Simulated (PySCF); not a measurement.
Correlation energy of Si (silicon, neutral)

[Ne] 3s2 3p2, high-spin 3P determinant. All numbers are calculated (PySCF 2.14, the spin-free X2C one-electron Hamiltonian (Gaussian nucleus), in aug-cc-pCVQZ-DK (10s9p7d5f3g, 134 functions)). Frozen: 1s2; 12 electrons correlated.

MP2 pair energies summed by pair of shells (mhartree):

```tsv
pair	energy	share (%)
2p-2p	-203.58	54.0
2s-2p	-68.12	18.1
3s-3p	-37.05	9.8
2p-3s	-19.37	5.1
3s-3s	-17.51	4.6
2p-3p	-10.78	2.9
2s-2s	-10.53	2.8
3p-3p	-6.00	1.6
2s-3s	-2.39	0.6
2s-3p	-1.64	0.4
```

Total MP2 correlation energy: -376.96 mhartree.

Same-spin part -93.52 and opposite-spin part -283.45 mhartree; SCS-MP2 scales them by 1/3 and 6/5 to -371.31 mhartree.
